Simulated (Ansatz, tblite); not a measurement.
Removing and adding an electron: Hf2(OH)8 (Hf₂O₈H₈). Charge 0, multiplicity 1. Geometry: PBE-D4/def2-SVP. Ansatz, gas phase; energy differences of separate SCF runs; the oxidised species was run as a doublet alone; the reduced species was run as a doublet alone.

```xyz
18

Hf   -0.7887   -0.8405   -1.4199
O     0.5064   -0.9866   -2.9078
O    -1.2638   -2.7272   -1.2327
O    -2.4038    0.0527   -2.0482
O    -0.6628   -0.6874    0.7619
Hf    0.6270    0.9487    1.4237
O     0.8231    0.0527    3.1490
O     2.5193    1.4135    1.0923
O    -0.3997    2.5640    1.7900
O     0.4934    0.7855   -0.7492
H     0.7220   -1.6823   -3.5470
H    -1.3270   -3.6743   -1.0664
H    -2.8392    0.4807   -2.7977
H    -1.0889   -1.3118    1.3723
H     0.9631   -0.4742    3.9432
H     3.3136    1.4288    1.6472
H    -0.3867    3.5218    1.9180
H     1.1928    1.1359   -1.3288
```

In the def2 sets Hf takes a core potential; there is no spin–orbit coupling. The xTB rows come from tblite. HOMO above LUMO, or a gap near zero within one spin, warns that the state may not be the lowest or that an electron is smeared out.

| level | −HOMO (eV) | vertical IE (eV) | −LUMO (eV) | vertical EA (eV) | HOMO–LUMO gap (eV) | IE − EA (eV) | remarks |
| --- | --- | --- | --- | --- | --- | --- | --- |
| GFN1-xTB | 12.12 | 14.48 | 7.58 | 5.01 | 4.54 | 9.47 | – |
| GFN2-xTB | 10.96 | 13.26 | 6.30 | 4.24 | 4.67 | 9.02 | – |
| PBE-D4/def2-TZVP | 6.56 | 8.82 | 0.88 | -0.69 | 5.69 | 9.51 | HOMO above zero (-1 doublet), gap within one spin near zero (+1 doublet) |
| PBE0-D4/def2-TZVP | 8.24 | 9.80 | 0.15 | -0.96 | 8.09 | 10.76 | HOMO above zero (-1 doublet) |
| ωB97M-V/def2-TZVP | 10.66 | 10.66 | -1.04 | -1.28 | 11.71 | 11.94 | HOMO above zero (-1 doublet) |

Relaxing the oxidised species (PBE-D4/def2-SVP) changes its energy by -0.21 eV at PBE-D4/def2-TZVP, so the adiabatic ionisation energy to this nearest minimum is 8.61 eV. At PBE0-D4/def2-TZVP it is 9.45 eV. The gap within one spin of the relaxed charge 1 doublet nearly closes, so an electron or hole may be smeared out by delocalisation error.     A HOMO above zero means that the electron is unbound at that level or that self-interaction error raises the level; the energy of removing that electron tells which. Raw xTB energy differences between charge states are shifted by several eV; the methods need an empirical correction for them. Sets without diffuse functions give affinities that are too small. A negative affinity means that the extra electron isn't bound; its size then hangs on the basis.
